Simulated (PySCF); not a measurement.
**From orbital energies to excitation energies**

Compound: SnHMe2(SiMe3), C5H16SiSn.
SMILES: `[H][Sn]([CH3])([CH3])[Si](C)(C)C`

Method used: PySCF, TDDFT CAM-B3LYP/def2-SVPD, vertical, gas phase, core orbitals frozen in the response, def2 core potentials past Kr. Isolated species at its PBE0-D3(BJ)/def2-SVP geometry, gas phase. Spin–orbit coupling is left out.

Orbital energies (eV): HOMO-3 -10.07, HOMO-2 -9.39, HOMO-1 -9.05, HOMO -8.05, LUMO 0.89, LUMO+1 1.10, LUMO+2 1.30.

Computed singlets:

```csv
state,E (eV),f
S1,6.32,0.072
S2,6.36,0.047
S3,6.70,0.020
S4,7.12,0.064
S5,7.23,0.426
S6,7.31,0.102
S7,7.52,0.028
S8,7.52,0.044
S9,7.65,0.050
S10,7.81,0.330
```

Task: Which orbital pair leads each of S1, S2, S3, S4, S8 and S9, and how does its energy difference Δε compare with the excitation energy?

Result: 

```json
{"state": "S1", "leading configuration": "HOMO→LUMO+1", "weight": "0.92", "Δε (eV)": "9.14", "E (eV)": "6.32", "E − Δε (eV)": "-2.83", "f": "0.072", "other configurations": "–"}
{"state": "S2", "leading configuration": "HOMO→LUMO", "weight": "0.82", "Δε (eV)": "8.94", "E (eV)": "6.36", "E − Δε (eV)": "-2.58", "f": "0.047", "other configurations": "H→L+2 (8%)"}
{"state": "S3", "leading configuration": "HOMO→LUMO+2", "weight": "0.76", "Δε (eV)": "9.35", "E (eV)": "6.70", "E − Δε (eV)": "-2.65", "f": "0.020", "other configurations": "H→L (12%)"}
{"state": "S4", "leading configuration": "HOMO-1→LUMO", "weight": "0.80", "Δε (eV)": "9.94", "E (eV)": "7.12", "E − Δε (eV)": "-2.82", "f": "0.064", "other configurations": "H-1→L+2 (13%)"}
{"state": "S8", "leading configuration": "HOMO-2→LUMO+1", "weight": "0.72", "Δε (eV)": "10.49", "E (eV)": "7.52", "E − Δε (eV)": "-2.97", "f": "0.044", "other configurations": "–"}
{"state": "S9", "leading configuration": "HOMO-2→LUMO", "weight": "0.67", "Δε (eV)": "10.29", "E (eV)": "7.65", "E − Δε (eV)": "-2.63", "f": "0.050", "other configurations": "H-2→L+2 (18%)"}
```

E − Δε runs from -2.97 to -2.58 eV. By orbital difference alone the order would be S2, S1, S3, S4, S9, S8.

H and L stand for HOMO and LUMO. The other states: S5 7.23 eV, f 0.426, H→L+4 (49%), H-1→L+1 (33%); S6 7.31 eV, f 0.102, H→L+3 (50%), H-1→L+1 (21%), H→L+4 (20%); S7 7.52 eV, f 0.028, H→L+3 (34%), H-1→L+1 (32%), H→L+4 (16%); S10 7.81 eV, f 0.330, H→L+5 (67%).

Task: Pair triplets and singlets of the same leading configuration (75% or more in both) and give the splittings.

Result: 

| configuration | triplet | E(T) (eV) | singlet | E(S) (eV) | E(S) − E(T) (eV) |
| --- | --- | --- | --- | --- | --- |
| HOMO→LUMO+1 | T1 | 5.70 | S1 | 6.32 | +0.61 |

The 4 triplets are Tamm–Dancoff values, the singlets full response.

Summed over the main configurations (up to three a state, each over 8%) of all 10 singlets, the electron leaves HOMO with weight 5.06, HOMO-1 with weight 1.78 and HOMO-2 with weight 1.56.
